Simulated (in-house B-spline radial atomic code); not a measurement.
S⁴⁺. Computed with a B-spline radial atomic code. Model: all-electron spherical atom, spin shells full or empty, radial basis limit, no spin-orbit coupling, Breit or QED, empty-state partial waves extrapolated as (l+1/2)^-4, RPA, G0W0 and static COHSEX of the highest shell as one setting changes (uncorrelated shells keep exact exchange).

Given: element S; charge 4; filled core Ne; hamiltonian non-relativistic; mean-field start Hartree-Fock; highest l of empty states 9; highest mean-field shell 3s.

Shell: 3s 1 1 (electrons up and down).

```tsv
natural log step of frequency grid	RPA correlation energy (hartree)	G0W0 level (eV)	G0W0 minus most complete (meV)	RPA minus most complete (millihartree)	linearised minus solved G0W0 (meV)
0.25	-0.6659	-72.555	0	0	0.8
0.4	-0.6659	-72.555	-0.1	0	0.8
0.6	-0.66591	-72.555	0	0	0.8
0.9	-0.6659	-72.555	-0.1	0	0.8
1.3	?	?	?	?	?
1.8	?	?	?	?	?
2.5	-0.63022	-72.498	57.1	35.7	0.5
3.5	-0.57777	-72.088	466.9	88.1	1.3
```

(1) What follows for natural log step of frequency grid = 1.3?

(2) What follows for natural log step of frequency grid = 1.8?

## Answers

(1) RPA correlation energy -0.66544 hartree; G0W0 level -72.552 eV; G0W0 minus most complete 3.3 meV; RPA minus most complete 0.5 millihartree; linearised minus solved G0W0 0.9 meV.

(2) RPA correlation energy -0.66677 hartree; G0W0 level -72.546 eV; G0W0 minus most complete 9.6 meV; RPA minus most complete -0.9 millihartree; linearised minus solved G0W0 0.7 meV.
